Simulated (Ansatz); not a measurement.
Total energies of V₅O₂₁H₁₇ from Ansatz at PBE0-D4/def2-SVP, gas phase (1 Eh = 27.2114 eV = 2625.5 kJ/mol). The reference geometry is relaxed at PBE-D4/def2-SVP.

```xyz
43

V     0.997   -2.736    1.689
V    -1.917    0.261   -1.053
V    -3.301   -2.835    0.878
V     0.048    2.941   -1.879
V     1.889    1.334    1.323
O     1.988    3.145    1.441
O     2.696   -3.203    1.945
O     2.471    0.304    2.698
O     3.528    1.281    0.519
O     0.524   -1.614    2.954
O     0.053    3.761   -0.347
O    -1.353   -1.263   -1.619
O     0.264    1.198    1.786
O     1.272    0.526   -0.267
O    -1.711    0.308    0.587
O     0.829   -2.011    0.115
O    -2.674   -1.754    2.089
O     0.013   -4.002    1.700
O     1.623    3.638   -4.780
O    -0.364    4.056   -3.135
O     1.513    2.383   -2.256
O    -3.628    0.308   -1.366
O    -1.151    1.590   -1.885
O    -4.175   -4.161    1.641
O    -4.214   -2.023   -0.149
O    -1.899   -3.387   -0.099
H     2.871    3.437    1.129
H     2.904   -4.135    2.152
H     3.412    0.053    2.598
H     3.847    0.742   -0.226
H     1.182   -0.872    3.077
H     0.748    3.658    0.369
H    -1.367   -2.125   -1.078
H    -0.618    0.824    1.324
H     1.796    0.800   -1.053
H     1.008   -1.037   -0.099
H    -2.380   -0.854    1.769
H     1.328    2.942   -5.399
H     0.317    4.057   -3.900
H     1.991    3.121   -4.023
H    -4.118   -0.483   -0.996
H    -5.077   -4.406    1.358
H    -1.161   -3.766    0.473
```

| state | geometry | energy (Eh) |
| --- | --- | --- |
| charge 0 singlet | reference | -6306.27766 |
| charge 1 doublet | reference | -6305.90668 |
| charge -1 doublet | reference | -6306.38011 |
| charge -1 doublet | relaxed at PBE-D4/def2-SVP | -6306.43348 |
| free V atom (quartet) | – | -943.55433 |
| free O atom (triplet) | – | -74.92490 |
| free H atom (doublet) | – | -0.50029 |

Single mean-field runs in def2-SVP are fitted with def2-universal-jkfit.

Q: Work out the vertical ionisation energy to the doublet.

A: E(charge 1 doublet) − E(charge 0 singlet) = -6305.90668 − (-6306.27766) = 0.37098 Eh = 10.09 eV. For comparison, −ε of the highest occupied level is 8.73 eV at this level, 1.36 eV less.

Q: Work out the vertical electron affinity, to the doublet.

A: E(charge 0 singlet) − E(charge -1 doublet) = -6306.27766 − (-6306.38011) = 0.10245 Eh = 2.79 eV. The basis lacks diffuse functions, which makes affinities too small.

Q: Give the fundamental gap IE − EA, the Mulliken electronegativity (IE + EA)/2 and the hardness (IE − EA)/2.

A: From the values in Eh: IE − EA = 0.37098 − 0.10245 = 0.26853 Eh = 7.31 eV; (IE + EA)/2 = 6.44 eV; (IE − EA)/2 = 3.65 eV. The HOMO–LUMO gap of the same run is 4.72 eV, 2.59 eV smaller than the fundamental gap.

Q: How much does the charge -1 doublet relax, and what is the adiabatic electron affinity?

A: Relaxation: -6306.38011 − (-6306.43348) = 0.05337 Eh = 1.45 eV. Adiabatic electron affinity: 0.15582 Eh = 4.24 eV, without zero-point energy. Bonds change on the way (1 lost, 1 formed), so the relaxed form is another species. 

Q: What is the binding energy per atom against free atoms?

A: Atoms: 5 × (-943.55433) + 21 × (-74.92490) + 17 × (-0.50029) = -6299.69948 Eh. Binding: -6299.69948 − (-6306.27766) = 6.57818 Eh = 179.00 eV, or 4.16 eV for each of 43 atoms (no zero-point energy, no counterpoise term).

The restricted singlet is unstable towards broken spin symmetry in Hartree–Fock (as tested in another run); at PBE0-D4/def2-SVP this wasn't settled.
